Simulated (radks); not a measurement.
Question: Tb2+, configuration [Xe] 4f7.5 5d1 6p0.5 (fractional occupations, a model configuration). Method: Dirac Kohn-Sham, BLYP, spin-unpolarised, spherical densities, finite nucleus; open shells are shared between the two j in proportion to 2j + 1; Fermi nuclear charge, rms radius 5.06 fm; computed with a radial shooting solver on a logarithmic mesh with Libxc functionals. Some entries of the table are withheld. Estimate them.

orbital,occ.,eigenvalue (hartree),<r^2> (bohr^2)
1s1/2,2,-1904.621,0.0006317
2s1/2,2,-316.3942,0.009830
2p1/2,2,-300.7540,0.007124
2p3/2,4,-273.3109,0.008354
3s1/2,2,-70.97122,(1)
3p1/2,2,-64.16345,0.06081
3p3/2,4,-58.50031,0.06783
3d3/2,4,(2),0.05396
3d5/2,6,(3),0.05591
4s1/2,2,-14.84552,0.3299
4p1/2,2,-12.17513,0.3461
4p3/2,4,-10.90508,0.3843
4d3/2,4,-6.50108,0.4374
4d5/2,6,-6.27028,0.4523
5s1/2,2,-2.52743,1.879
5p1/2,2,-1.77803,2.347
5p3/2,4,-1.59761,2.654
4f5/2,3.21429,-1.04633,0.8357
4f7/2,4.28571,-1.01406,0.8598
5d3/2,0.4,-0.64498,5.736
5d5/2,0.6,-0.62938,5.976
6p1/2,0.166667,-0.45654,16.51
6p3/2,0.333333,-0.43248,18.13

Answer: 
(1) 3s1/2 <r^2> (bohr^2): 0.06540
(2) 3d3/2 eigenvalue (hartree): -46.75584
(3) 3d5/2 eigenvalue (hartree): -45.52055
